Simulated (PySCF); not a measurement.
## Core binding energy against partial charge

Species: C₅H₁₅NSi₂.
Numbering: `[CH3:1][N:2]([CH3:3])[C@H:4]1[CH2:5][CH2:6][SiH2:7][SiH2:8]1`

Binding energies: delta-SCF UKS SCAN, pcX-2 on the ionised atom, pcseg-1 elsewhere, spin-free X2C (PySCF). Charges: PBE0/pcSseg-1 ground-state density, for the ionised atom.

| atom | environment | C 1s (eV) | Mulliken (e) | IAO (e) | Hirshfeld (e) | ESP (e) |
| --- | --- | --- | --- | --- | --- | --- |
| C6 | sp3 carbon bound to silicon | 289.97 | -0.493 | -0.518 | -0.154 | -0.362 |
| C5 | ring CH2 carbon | 290.31 | -0.208 | -0.263 | -0.078 | -0.096 |
| C4 | sp3 carbon bound to nitrogen | 290.50 | -0.309 | -0.249 | -0.061 | +0.193 |
| C1 | N-methyl carbon | 291.13 | -0.091 | -0.293 | -0.071 | -0.422 |

Task: How well does each charge scheme correlate with the binding energies over these sites?

Result: Mulliken: r = 0.88, slope 2.5 eV per e; Hirshfeld: r = 0.70, slope 8.0 eV per e; IAO: r = 0.60, slope 2.3 eV per e; ESP: r = -0.17, slope -0.3 eV per e. Mulliken charges have the highest r, on only 4 points.

Task: The point-charge model writes a binding energy as kq + V + constant, with V the potential of the other atoms' charges at the site. What does it give with the ESP charges?

Result: V = Σ 14.40 eV Å × q/r over all other atoms: +4.40 eV at C6, +1.05 eV at C5, -2.77 eV at C4, +4.40 eV at C1. Fitting binding energy − V to q gives k = 11.8 eV per e and leaves an rms residual of 0.70 eV, against 0.41 eV for the fit on q alone. The model has no term for differences in relaxation between sites.

Geometry: PBE0-D3(BJ)/def2-SVP, one conformer, isolated molecule.
